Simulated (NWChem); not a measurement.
Species: InI, singlet; SMILES [In][I]

Program: NWChem. Low-valent species are run as closed-shell singlets; no triplet was tried in these runs. def2 effective core potentials on In, I; no spin-orbit coupling. Each level has its own optimisation; frequencies are unscaled.

For level Hartree-Fock/3-21G (all-electron, non-relativistic):

r I–In (Å): 2.912
highest harmonic frequency (cm⁻¹): 158

Estimate the same quantities for level LDA (Slater exchange, VWN5)/def2-SVP (core potentials).


* **r I–In (Å)**: 2.753
* **highest harmonic frequency (cm⁻¹)**: 183
